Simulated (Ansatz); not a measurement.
CH8N2OZr (SMILES [CH3][Zr]([NH2])([NH2])[OH]) moved off its minimum; all values from Ansatz (an electronic-structure program), cores frozen in correlated methods. Elements past Kr take the def2 small-core potentials, without spin–orbit coupling.
(charge 0, multiplicity 1)
```xyz
13

Zr     0.0274     0.0561    -0.0490
O      1.5400    -0.5651    -0.9936
H      2.5123    -0.7873    -1.2219
N      0.3902     0.4834     1.8811
H      0.9531    -0.1171     2.6781
H      0.2491     1.3169     2.4100
N     -0.9702     1.5921    -0.9009
H     -1.8560     1.9002    -0.5984
H     -0.5587     2.1403    -1.7772
C     -1.3105    -1.8052     0.0401
H     -1.4992    -2.1359    -0.9026
H     -2.3041    -1.3943     0.5315
H     -0.9449    -2.4979     0.7042
```

Forces at r2SCAN/def2-TZVPP (eV/Å):

```csv
atom,Fx,Fy,Fz
Zr1,-0.883,-0.950,0.445
O2,3.854,-0.845,-1.440
H3,-2.841,0.626,0.696
N4,2.253,-2.169,3.537
H5,-1.748,1.526,-2.928
H6,-0.402,0.919,0.097
N7,2.524,1.100,-2.948
H8,-1.132,0.769,-0.051
H9,-1.683,-1.353,2.621
C10,-1.807,4.438,2.271
H11,-0.661,-1.310,-2.655
H12,1.597,-0.792,-1.013
H13,0.928,-1.959,1.369
```

Q: Give the forces (eV/Å), the total energy and the dipole at CCSD(T)/def2-TZVPPD.

A: 
```json
[
 {"atom": "Zr1", "Fx": "-0.964", "Fy": "-1.030", "Fz": "0.406"},
 {"atom": "O2", "Fx": "4.316", "Fy": "-0.982", "Fz": "-1.633"},
 {"atom": "H3", "Fx": "-2.891", "Fy": "0.621", "Fz": "0.664"},
 {"atom": "N4", "Fx": "2.349", "Fy": "-2.071", "Fz": "3.930"},
 {"atom": "H5", "Fx": "-1.743", "Fy": "1.519", "Fz": "-2.901"},
 {"atom": "H6", "Fx": "-0.409", "Fy": "0.946", "Fz": "0.137"},
 {"atom": "N7", "Fx": "2.337", "Fy": "1.376", "Fz": "-3.103"},
 {"atom": "H8", "Fx": "-1.177", "Fy": "0.824", "Fz": "-0.053"},
 {"atom": "H9", "Fx": "-1.687", "Fy": "-1.323", "Fz": "2.584"},
 {"atom": "C10", "Fx": "-1.923", "Fy": "4.291", "Fz": "2.267"},
 {"atom": "H11", "Fx": "-0.695", "Fy": "-1.364", "Fz": "-2.687"},
 {"atom": "H12", "Fx": "1.556", "Fy": "-0.793", "Fz": "-1.002"},
 {"atom": "H13", "Fx": "0.929", "Fy": "-2.015", "Fz": "1.391"}
]
```
Energy -274.0921 hartree, dipole 2.50 D.
